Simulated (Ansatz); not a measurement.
Compare A (`[BH3-]C#[N+]C`) with its isomer B (`B/C=N/C`).

Calculated with Ansatz (gas phase, PBE0-D4/def2-TZVP geometries, no zero-point term in ΔE). CCSD(T)/CBS adds triple-zeta CCSD(T) − MP2 to the extrapolated MP2 energy (def2 sets, frozen cores). Functionals use def2-TZVPP. B3LYP here is the variant with VWN-RPA as its local correlation; programs differ in this.

(1) Which isomer does CCSD(T)/CBS put lower? Give the gap. (An estimate is asked.)

(2) Give E(B) − E(A) in kcal/mol with HF/def2-TZVPP, BLYP-D4, CCSD/def2-TZVPP, B3LYP, LDA (SPW92), PBE0-D4, ωB97M-V. (Estimate.)

(3) Does the order hold for the free energy at 298.15 K (harmonic terms from PBE0-D4)? (Estimate.)

Largest T1 diagnostic: 0.014.

Answers

(1) The calculation gave: A, by 7.7 kcal/mol.

(2) Ansatz gave: HF/def2-TZVPP 4.1, BLYP-D4 12.1, CCSD/def2-TZVPP 7.5, B3LYP 11.0, LDA (SPW92) 17.6, PBE0-D4 11.5, ωB97M-V 10.2. None reverses the order clearly.

(3) Computed: Yes: G(B) − G(A) = +9.2 kcal/mol. Modes under 60 cm⁻¹, often nearly free rotors, make the harmonic entropy too high.

Leaving LDA and LC-ωPBE aside and taking each functional with its dispersion term where it has one, the values, not all of them listed here, spread over 6.2 kcal/mol, from BHLYP-D4 to PBE-D4. LDA lies +3.4 kcal/mol from PBE without D4. From BLYP to BHLYP (50 % exact exchange), in def2-TZVPP and without D4, E(B) − E(A) moves by −4.7 kcal/mol.
